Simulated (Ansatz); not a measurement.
Geometry optimisation of C₃H₆ClGa (`C=[CH][Ga]([CH3])[Cl]`).

```yaml
crystal:
  periodic: [false, false, false]
  atoms:
    - {symbol: C, position_ang: [-1.821960, 0.764640, -1.507770]}
    - {symbol: C, position_ang: [-1.244680, -0.135170, -0.721820]}
    - {symbol: Ga, position_ang: [0.527440, 0.283150, 0.186290]}
    - {symbol: C, position_ang: [1.599670, -0.922380, 1.445960]}
    - {symbol: Cl, position_ang: [1.351930, 2.176070, -0.207640]}
    - {symbol: H, position_ang: [-1.366450, 1.733520, -1.682730]}
    - {symbol: H, position_ang: [-2.764550, 0.589410, -2.011590]}
    - {symbol: H, position_ang: [-1.725140, -1.098640, -0.564150]}
    - {symbol: H, position_ang: [1.509980, -0.554980, 2.472690]}
    - {symbol: H, position_ang: [1.276930, -1.964350, 1.422260]}
    - {symbol: H, position_ang: [2.656830, -0.871250, 1.168490]}
basis:
  gaussian: {orbitals: def2-TZVP}
hamiltonian: {xc: pbe0, dispersion: d4}
relax: {f_tol: 0.005, max_steps: 150}
```

```sh
$ ansatz run in.yaml --threads 4 --pin off --events-out ev --progress --plain --max-ram 10444MiB
```

Shortened log:

```
Functional definition: PBE0
mean field -68097.10774466 eV, -2502.5225517389 hartree, gradient 5.0e-5 eV, S^2 0.000000; 0 other end points of the search recorded, 0 dependent functions left out
relax step   1: F+E_penalty+E_count = -68097.32022877 eV  Δ(F+E_penalty+E_count) = +0.000e0 eV  max|allowed force component| = 1.924e0 eV/Å  Δτ_max = 0.0000 Å  (30 SCF iters, accepted)
mean field -68097.24610725 eV, -2502.5276364702 hartree, gradient 6.4e-6 eV, S^2 0.000000; 0 other end points of the search recorded, 0 dependent functions left out
relax step   2: F+E_penalty+E_count = -68097.46185413 eV  Δ(F+E_penalty+E_count) = -1.416e-1 eV  max|allowed force component| = 5.324e-1 eV/Å  Δτ_max = 0.0673 Å  (33 SCF iters, accepted)
mean field -68097.25944445 eV, -2502.5281266031 hartree, gradient 2.2e-5 eV, S^2 0.000000; 0 other end points of the search recorded, 0 dependent functions left out
relax step   3: F+E_penalty+E_count = -68097.47663031 eV  Δ(F+E_penalty+E_count) = -1.478e-2 eV  max|allowed force component| = 7.139e-2 eV/Å  Δτ_max = 0.0284 Å  (32 SCF iters, accepted)
mean field -68097.25776658 eV, -2502.5280649428 hartree, gradient 2.3e-5 eV, S^2 0.000000; 0 other end points of the search recorded, 0 dependent functions left out
relax step   4: F+E_penalty+E_count = -68097.47504083 eV  Δ(F+E_penalty+E_count) = +1.589e-3 eV  max|allowed force component| = 2.003e-1 eV/Å  Δτ_max = 0.0226 Å  (31 SCF iters, rejected (line search))
mean field -68097.26036989 eV, -2502.5281606126 hartree, gradient 2.3e-5 eV, S^2 0.000000; 0 other end points of the search recorded, 0 dependent functions left out
relax step   5: F+E_penalty+E_count = -68097.47751125 eV  Δ(F+E_penalty+E_count) = -8.809e-4 eV  max|allowed force component| = 2.123e-2 eV/Å  Δτ_max = 0.0110 Å  (33 SCF iters, accepted)
mean field -68097.26065801 eV, -2502.5281712008 hartree, gradient 2.3e-5 eV, S^2 0.000000; 0 other end points of the search recorded, 0 dependent functions left out
relax step   6: F+E_penalty+E_count = -68097.47794386 eV  Δ(F+E_penalty+E_count) = -4.326e-4 eV  max|allowed force component| = 1.831e-2 eV/Å  Δτ_max = 0.0203 Å  (32 SCF iters, accepted)
mean field -68097.25956978 eV, -2502.5281312089 hartree, gradient 2.3e-5 eV, S^2 0.000000; 0 other end points of the search recorded, 0 dependent functions left out
relax step   7: F+E_penalty+E_count = -68097.47654505 eV  Δ(F+E_penalty+E_count) = +1.399e-3 eV  max|allowed force component| = 1.038e-1 eV/Å  Δτ_max = 0.0174 Å  (32 SCF iters, rejected (line search))
mean field -68097.26090245 eV, -2502.5281801837 hartree, gradient 2.3e-5 eV, S^2 0.000000; 0 other end points of the search recorded, 0 dependent functions left out
relax step   8: F+E_penalty+E_count = -68097.47817077 eV  Δ(F+E_penalty+E_count) = -2.269e-4 eV  max|allowed force component| = 4.740e-3 eV/Å  Δτ_max = 0.0084 Å  (32 SCF iters, accepted)
mean field -68097.26091518 eV, -2502.5281806514 hartree, gradient 2.3e-5 eV, S^2 0.000000; 0 other end points of the search recorded, 0 dependent functions left out
relax step   9: F+E_penalty+E_count = -68097.47823286 eV  Δ(F+E_penalty+E_count) = -6.210e-5 eV  max|allowed force component| = 3.820e-3 eV/Å  Δτ_max = 0.0104 Å  (32 SCF iters, accepted)
mean field -68097.26091977 eV, -2502.5281808203 hartree, gradient 2.3e-5 eV, S^2 0.000000; 0 other end points of the search recorded, 0 dependent functions left out
relax step  10: F+E_penalty+E_count = -68097.47827122 eV  Δ(F+E_penalty+E_count) = -3.835e-5 eV  max|allowed force component| = 6.272e-3 eV/Å  Δτ_max = 0.0104 Å  (32 SCF iters, accepted)
mean field -68097.26079785 eV, -2502.5281763399 hartree, gradient 2.2e-5 eV, S^2 0.000000; 0 other end points of the search recorded, 0 dependent functions left out
relax step  11: F+E_penalty+E_count = -68097.47823814 eV  Δ(F+E_penalty+E_count) = +3.308e-5 eV  max|allowed force component| = 5.278e-2 eV/Å  Δτ_max = 0.0510 Å  (30 SCF iters, rejected (line search))
mean field -68097.26100148 eV, -2502.5281838231 hartree, gradient 2.3e-5 eV, S^2 0.000000; 0 other end points of the search recorded, 0 dependent functions left out
relax step  12: F+E_penalty+E_count = -68097.47838154 eV  Δ(F+E_penalty+E_count) = -1.103e-4 eV  max|allowed force component| = 9.327e-3 eV/Å  Δτ_max = 0.0249 Å  (32 SCF iters, accepted)
mean field -68097.26059525 eV, -2502.5281688942 hartree, gradient 2.3e-5 eV, S^2 0.000000; 0 other end points of the search recorded, 0 dependent functions left out
relax step  13: F+E_penalty+E_count = -68097.47799803 eV  Δ(F+E_penalty+E_count) = +3.835e-4 eV  max|allowed force component| = 1.140e-1 eV/Å  Δτ_max = 0.0824 Å  (30 SCF iters, rejected (line search))
mean field -68097.26110046 eV, -2502.5281874604 hartree, gradient 2.3e-5 eV, S^2 0.000000; 0 other end points of the search recorded, 0 dependent functions left out
relax step  14: F+E_penalty+E_count = -68097.47847410 eV  Δ(F+E_penalty+E_count) = -9.256e-5 eV  max|allowed force component| = 1.010e-2 eV/Å  Δτ_max = 0.0247 Å  (31 SCF iters, accepted)
mean field -68097.26119429 eV, -2502.5281909087 hartree, gradient 2.4e-5 eV, S^2 0.000000; 0 other end points of the search recorded, 0 dependent functions left out
relax step  15: F+E_penalty+E_count = -68097.47854175 eV  Δ(F+E_penalty+E_count) = -6.765e-5 eV  max|allowed force component| = 3.195e-2 eV/Å  Δτ_max = 0.0411 Å  (30 SCF iters, accepted)
mean field -68097.26125659 eV, -2502.5281931983 hartree, gradient 2.3e-5 eV, S^2 0.000000; 0 other end points of the search recorded, 0 dependent functions left out
relax step  16: F+E_penalty+E_count = -68097.47859777 eV  Δ(F+E_penalty+E_count) = -5.603e-5 eV  max|allowed force component| = 2.176e-2 eV/Å  Δτ_max = 0.0026 Å  (34 SCF iters, accepted)
mean field -68097.26127446 eV, -2502.5281938551 hartree, gradient 2.3e-5 eV, S^2 0.000000; 0 other end points of the search recorded, 0 dependent functions left out
relax step  17: F+E_penalty+E_count = -68097.47864309 eV  Δ(F+E_penalty+E_count) = -4.531e-5 eV  max|allowed force component| = 6.913e-3 eV/Å  Δτ_max = 0.0068 Å  (33 SCF iters, accepted)
mean field -68097.26132423 eV, -2502.5281956838 hartree, gradient 2.3e-5 eV, S^2 0.000000; 0 other end points of the search recorded, 0 dependent functions left out
relax step  18: F+E_penalty+E_count = -68097.47867659 eV  Δ(F+E_penalty+E_count) = -3.351e-5 eV  max|allowed force component| = 8.497e-3 eV/Å  Δτ_max = 0.0185 Å  (31 SCF iters, accepted)
mean field -68097.26135417 eV, -2502.5281967843 hartree, gradient 2.3e-5 eV, S^2 0.000000; 0 other end points of the search recorded, 0 dependent functions left out
relax step  19: F+E_penalty+E_count = -68097.47869141 eV  Δ(F+E_penalty+E_count) = -1.481e-5 eV  max|allowed force component| = 2.126e-2 eV/Å  Δτ_max = 0.0246 Å  (32 SCF iters, accepted)
mean field -68097.26137706 eV, -2502.5281976255 hartree, gradient 2.3e-5 eV, S^2 0.000000; 0 other end points of the search recorded, 0 dependent functions left out
relax step  20: F+E_penalty+E_count = -68097.47871045 eV  Δ(F+E_penalty+E_count) = -1.905e-5 eV  max|allowed force component| = 1.117e-2 eV/Å  Δτ_max = 0.0016 Å  (34 SCF iters, accepted)
mean field -68097.26139245 eV, -2502.5281981910 hartree, gradient 2.3e-5 eV, S^2 0.000000; 0 other end points of the search recorded, 0 dependent functions left out
relax step  21: F+E_penalty+E_count = -68097.47872543 eV  Δ(F+E_penalty+E_count) = -1.498e-5 eV  max|allowed force component| = 1.954e-3 eV/Å  Δτ_max = 0.0058 Å  (33 SCF iters, accepted)
mean field -68097.26139135 eV, -2502.5281981505 hartree, gradient 2.3e-5 eV, S^2 0.000000; 0 other end points of the search recorded, 0 dependent functions left out
relax step  22: F+E_penalty+E_count = -68097.47873269 eV  Δ(F+E_penalty+E_count) = -7.255e-6 eV  max|allowed force component| = 6.277e-3 eV/Å  Δτ_max = 0.0160 Å  (32 SCF iters, accepted)
mean field -68097.26138310 eV, -2502.5281978474 hartree, gradient 2.3e-5 eV, S^2 0.000000; 0 other end points of the search recorded, 0 dependent functions left out
relax step  23: F+E_penalty+E_count = -68097.47872795 eV  Δ(F+E_penalty+E_count) = +4.739e-6 eV  max|allowed force component| = 7.583e-3 eV/Å  Δτ_max = 0.0118 Å  (32 SCF iters, rejected (line search))
mean field -68097.26139360 eV, -2502.5281982333 hartree, gradient 2.3e-5 eV, S^2 0.000000; 0 other end points of the search recorded, 0 dependent functions left out
relax step  24: F+E_penalty+E_count = -68097.47873731 eV  Δ(F+E_penalty+E_count) = -4.622e-6 eV  max|allowed force component| = 2.226e-3 eV/Å  Δτ_max = 0.0057 Å  (32 SCF iters, accepted)
mean field -68097.26139360 eV, -2502.5281982333 hartree, gradient 2.3e-5 eV, S^2 0.000000; 1 other end points of the search recorded, 0 dependent functions left out
Total energy: -68097.47877037 eV, -2502.5361866823 hartree
Atom 0 at    -1.761282     0.766079    -1.485309 Å, force    -0.001073    -0.001591    -0.000344 eV/Å
Atom 1 at    -1.190837    -0.160536    -0.717898 Å, force     0.002226     0.001511     0.001389 eV/Å
Atom 2 at     0.469059     0.190997     0.227482 Å, force     0.000139     0.000079    -0.000974 eV/Å
Atom 3 at     1.567825    -0.900564     1.415213 Å, force     0.000462     0.000575     0.001392 eV/Å
Atom 4 at     1.222285     2.196318    -0.126137 Å, force    -0.000758    -0.000779     0.000143 eV/Å
Atom 5 at    -1.320604     1.751399    -1.611650 Å, force     0.000021    -0.000131     0.000284 eV/Å
Atom 6 at    -2.690813     0.583017    -2.020122 Å, force     0.000280     0.000696    -0.000344 eV/Å
Atom 7 at    -1.677695    -1.130119    -0.628691 Å, force    -0.000278     0.000247    -0.000119 eV/Å
Atom 8 at     1.652718    -0.409639     2.387166 Å, force    -0.000363    -0.001075    -0.001672 eV/Å
Atom 9 at     1.153797    -1.899497     1.556656 Å, force     0.001043     0.000828     0.000046 eV/Å
Atom 10 at     2.575548    -0.987435     1.003279 Å, force    -0.001699    -0.000361     0.000199 eV/Å
Dipole moment:    -0.229503    -0.499032     0.060541 e Å
```

Run time 100 s (4 threads of an Arm Neoverse V1 on a shared host); peak host memory 0.68 GiB.
